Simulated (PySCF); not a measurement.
C6H13O3, SMILES O([CH]COC)CCOC, doublet, GFN2-xTB optimised geometry.

```
22

C      3.03    -2.13    -1.34
O      2.04    -2.28    -0.36
C      0.80    -2.80    -0.87
C      0.09    -1.91    -1.80
O     -0.38    -0.67    -1.48
C     -0.39    -0.31    -0.11
C     -0.89     1.13     0.00
O     -2.30     1.13     0.00
C     -2.85     2.42     0.00
H      3.25    -3.08    -1.84
H      3.93    -1.78    -0.83
H      2.74    -1.39    -2.10
H      0.99    -3.76    -1.37
H      0.22    -2.98     0.05
H      0.18    -2.02    -2.87
H      0.61    -0.40     0.31
H     -1.08    -0.96     0.45
H     -0.50     1.71    -0.85
H     -0.51     1.58     0.93
H     -2.54     2.98     0.89
H     -2.55     2.98    -0.89
H     -3.93     2.30     0.01
```

Density from unrestricted PBE0/def2-SVP in PySCF at that geometry.

Minimum of the electron density along straight lines between bonded atoms, close to the bond critical point (lines longer than 1.1 times the sum of covalent radii, or with two minima, are not listed):

| bond | length / Å | ρ at the minimum / e bohr⁻³ | ∇²ρ there / e bohr⁻⁵ | position (fraction from the first atom) |
|---|---|---|---|---|
| C1–O2 | 1.404 | 0.264 | -0.46 | 0.34 |
| O2–C3 | 1.440 | 0.245 | -0.47 | 0.64 |
| C3–C4 | 1.479 | 0.269 | -0.65 | 0.50 |
| C4–O5 | 1.364 | 0.277 | -0.09 | 0.33 |
| O5–C6 | 1.410 | 0.255 | -0.34 | 0.66 |
| C6–C7 | 1.525 | 0.254 | -0.62 | 0.50 |
| C7–O8 | 1.407 | 0.264 | -0.48 | 0.35 |
| O8–C9 | 1.403 | 0.264 | -0.44 | 0.66 |
| C1–H10 | 1.097 | 0.277 | -1.02 | 0.63 |
| C1–H11 | 1.088 | 0.283 | -1.09 | 0.64 |
| C1–H12 | 1.096 | 0.279 | -1.04 | 0.63 |
| C3–H13 | 1.098 | 0.278 | -1.03 | 0.63 |
| C3–H14 | 1.095 | 0.281 | -1.06 | 0.63 |
| C4–H15 | 1.076 | 0.288 | -1.11 | 0.64 |
| C6–H16 | 1.097 | 0.282 | -1.08 | 0.64 |
| C6–H17 | 1.097 | 0.280 | -1.05 | 0.64 |
| C7–H18 | 1.100 | 0.278 | -1.03 | 0.63 |
| C7–H19 | 1.102 | 0.276 | -1.01 | 0.63 |
| C9–H20 | 1.098 | 0.277 | -1.02 | 0.63 |
| C9–H21 | 1.097 | 0.278 | -1.03 | 0.63 |
| C9–H22 | 1.088 | 0.284 | -1.10 | 0.64 |
